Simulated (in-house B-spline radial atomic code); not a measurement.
The numbers below are computed, except where a source is named.
Ge in electron gases of falling density

A nucleus sits in a uniform electron gas with a rigid positive background. The Kohn-Sham equations are solved self-consistently in the spin-unpolarised LDA (PW92), non-relativistic, on B-splines with outgoing waves at the boundary and partial waves to l = 8. The model has no lattice, no bands and no magnetic solution. Atomic units; δ_l are the phase shifts at the Fermi level, counted so that each bound state adds π, and good to about 0.0005.

| r_s (bohr) | k_F | δ0/π | δ1/π | δ2/π | shallowest bound level (hartree) | σ_tr (bohr²) | Q (a.u.) |
| --- | --- | --- | --- | --- | --- | --- | --- |
| 1.5 | 1.2794 | 3.062 | 2.265 | 1.125 | s -0.0588 | 7.23 | 0.655 |
| 1.65 | 1.1631 | 3.117 | 2.301 | 1.118 | s -0.0702 | 10.29 | 0.636 |
| 1.8 | 1.0662 | 3.166 | 2.332 | 1.109 | s -0.0803 | 14.13 | 0.617 |
| 2 | 0.9596 | 3.224 | 2.366 | 1.095 | s -0.0922 | 20.32 | 0.582 |
| 2.07 | 0.9271 | 3.243 | 2.377 | 1.090 | s -0.096 | 22.73 | 0.567 |
| 2.2 | 0.8723 | 3.275 | 2.395 | 1.080 | s -0.102 | 27.46 | 0.537 |
| 2.4 | 0.7996 | 3.319 | 2.419 | 1.065 | s -0.111 | 35.23 | 0.487 |
| 2.67 | 0.7188 | 3.371 | 2.445 | 1.047 | s -0.121 | 46.32 | 0.418 |
| 3 | 0.6397 | 3.423 | 2.469 | 1.028 | s -0.131 | 60.48 | 0.342 |
| 3.3 | 0.5816 | 3.461 | 2.484 | 1.014 | s -0.14 | 73.98 | 0.286 |
| 3.6 | 0.5331 | 3.492 | 2.494 | 1.004 | s -0.148 | 88.37 | 0.241 |
| 4 | 0.4798 | 3.523 | 2.503 | 0.993 | s -0.158 | 109.38 | 0.196 |

Q = n k_F σ_tr, with n = 3/(4π r_s³).

**Question.** How does the screening charge move between partial waves as the gas thins?

**Answer.** By (2/π)(2l + 1) δ_l, at r_s = 1.5 it is s 6.12, p 13.59, d 11.25, f and beyond 1.04, and at r_s = 4 s 7.05, p 15.02, d 9.93, f and beyond 0.01. The free atom is [Ar] 3d10 4s2 4p2.

**Question.** What end-to-end powers of r_s do the first and last rows give for σ_tr and Q?

**Answer.** σ_tr goes as r_s^+2.77 and Q as r_s^-1.23. Since n k_F/k_F² goes as r_s⁻², Q = 4π n Σ/k_F would fall as r_s⁻² at fixed phase shifts; the sum Σ (l + 1) sin²(δ_l − δ_(l+1)) is 0.942 in the first row and 2.004 in the last, and ranges from 0.94 to 2.00 between them, so these powers are no law.
